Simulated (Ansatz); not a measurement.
A run for Ansatz (a quantum-chemistry and plane-wave program): R-PBE0/def2-TZVPP on GaH3Se2 (SMILES [SeH][GaH][SeH]), a point of a torsion scan.

Ansatz 0.2 input:
```yaml
crystal:
  periodic: [false, false, false]
  atoms:
    - {symbol: Se, position_ang: [-2.12439765, -0.69287412, -0.61968471]}
    - {symbol: Ga, position_ang: [-0.24633583, 0.65963491, -1.00013488]}
    - {symbol: Se, position_ang: [-0.36110091, 2.86870041, -1.77334987]}
    - {symbol: H, position_ang: [-1.77499778, -0.84663345, 0.77722608]}
    - {symbol: H, position_ang: [1.19749605, 0.08621640, -0.68988789]}
    - {symbol: H, position_ang: [1.07569834, 3.01626975, -1.76990931]}
basis:
  gaussian:
    orbitals: def2-TZVPP
hamiltonian:
  xc: {name: PBE0}
scf: {lower_state_search: off}
```

Program output:

```
WARN ansatz: RAYON_NUM_THREADS=1 ignored (pool sized by the plan → 1); use --threads N
Functional definition: PBE0
these checks for a lower state are left out or cut short: stability, starts, cluster_reference, orbital_swaps, neighbouring_geometries, increment
integrals: 0.13 GiB planned
1414 factors; their error is unknown
mean field: 1.23 GiB planned
mean field evaluation 1: about -183103.7377 eV, gradient 2.5e1 eV
mean field evaluation 2: about -183103.4039 eV, gradient 3.4e1 eV
mean field evaluation 4: about -183104.7233 eV, gradient 5.0e-1 eV
mean field evaluation 8: about -183105.7350 eV, gradient 2.0e-1 eV
mean field evaluation 16: about -183105.7350 eV, gradient 4.6e-6 eV
mean field -183105.73500775 eV, -6729.0116480099 hartree, gradient 4.6e-6 eV, S^2 0.000000; 0 other end points of the search recorded, 0 dependent functions left out
reference -183105.73503593 eV, -6729.0116490457 hartree; 51, 51 occupied and 135, 135 virtual orbitals, 1414 factors
Total energy: -183105.73503593 eV, -6729.0116490457 hartree
Checks for a lower state left out: stability, starts, cluster_reference, orbital_swaps, neighbouring_geometries, increment
```

Self-consistency was reached.

Cost: roughly 3 core-seconds.
